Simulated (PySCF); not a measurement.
# Spin-rotation constants: SMILES C=C[BH2-]NC, [C3H9BN]-, charge -1

Molfile (atoms numbered from 1):
```
C3H9BN
     RDKit          3D

 14 13  0  0  0  0  0  0  0  0999 V2000
    2.2158    0.5258    0.7279 C   0  0  0  0  0  0  0  0  0  0  0  0
    1.7102   -0.1999   -0.2580 C   0  0  0  0  0  0  0  0  0  0  0  0
    0.1695   -0.4037   -0.6871 B   0  0  0  0  0  0  0  0  0  0  0  0
   -0.8003    0.3523    0.2701 N   0  0  0  0  0  0  0  0  0  0  0  0
   -2.1869    0.1189    0.0028 C   0  0  0  0  0  0  0  0  0  0  0  0
    1.5796    1.1126    1.3755 H   0  0  0  0  0  0  0  0  0  0  0  0
    3.2829    0.5985    0.9518 H   0  0  0  0  0  0  0  0  0  0  0  0
    2.4366   -0.7523   -0.8657 H   0  0  0  0  0  0  0  0  0  0  0  0
   -0.0676   -1.6285   -0.6817 H   0  0  0  0  0  0  0  0  0  0  0  0
    0.0079    0.0166   -1.8247 H   0  0  0  0  0  0  0  0  0  0  0  0
   -0.6018    0.0652    1.2257 H   0  0  0  0  0  0  0  0  0  0  0  0
   -2.4050    0.4531   -1.0153 H   0  0  0  0  0  0  0  0  0  0  0  0
   -2.8335    0.6887    0.6936 H   0  0  0  0  0  0  0  0  0  0  0  0
   -2.5080   -0.9478    0.0630 H   0  0  0  0  0  0  0  0  0  0  0  0
  1  2  2  0
  2  3  1  0
  3  4  1  0
  4  5  1  0
  1  6  1  0
  1  7  1  0
  2  8  1  0
  3  9  1  0
  3 10  1  0
  4 11  1  0
  5 12  1  0
  5 13  1  0
  5 14  1  0
M  CHG  1   3  -1
M  END
```

Theory: GIAO B3LYP/aug-pcSseg-1 magnetisability, rotational g tensor and spin-rotation constants, non-relativistic, gas phase (PySCF). Geometry: GFN2-xTB.

For an ion the centre-of-mass motion in the field is neglected.

Give the nuclear spin-rotation constants along the inertial axes (H = +C I·J) beside the isotropic shieldings.

Rotational constants 13.8917, 2.4742, 2.1764 GHz. A star marks the isotopologue with that one atom substituted, in its own axes.
| atom | isotope | Caa (kHz) | Cbb (kHz) | Ccc (kHz) | mean (kHz) | σ (ppm) |
| --- | --- | --- | --- | --- | --- | --- |
| B3 | 11B | 2.642 | 0.462 | 0.420 | 1.175 | 110.5 |
| N4 | 14N | 0.965 | 0.108 | 0.084 | 0.386 | 215.3 |
| H6 | 1H | -0.511 | 0.127 | -0.199 | -0.194 | 27.1 |
| H7 | 1H | 1.316 | -0.196 | -0.198 | 0.307 | 26.9 |
| H8 | 1H | 0.042 | 0.168 | -0.208 | 0.001 | 24.4 |
| H9 | 1H | -0.681 | -0.087 | 0.008 | -0.253 | 29.1 |
| H10 | 1H | -0.768 | -0.091 | 0.014 | -0.282 | 29.4 |
| H11 | 1H | -1.582 | -0.141 | -0.070 | -0.598 | 33.5 |
| H12 | 1H | -1.141 | -0.086 | 0.010 | -0.406 | 29.0 |
| H13 | 1H | -0.819 | 0.076 | -0.163 | -0.302 | 28.5 |
| H14 | 1H | -0.997 | -0.114 | 0.034 | -0.359 | 28.5 |
| C1 | 13C* | 5.674 | 0.705 | 0.321 | 2.233 | 79.3 |
| C2 | 13C* | 7.023 | 1.388 | 0.337 | 2.916 | -2.6 |
| C5 | 13C* | 2.007 | 0.535 | 0.466 | 1.003 | 137.2 |

For the geometry as given, no vibrational averaging.

How do the rotational constants and the g tensor change when H6, H7, H8, H9, H10, H11, H12, H13, H14 are replaced by deuterium?

Constants 9.5303, 2.0288, 1.7706 GHz; g -0.1133, -0.0322, -0.0203, against -0.1657, -0.0392, -0.0250 before.
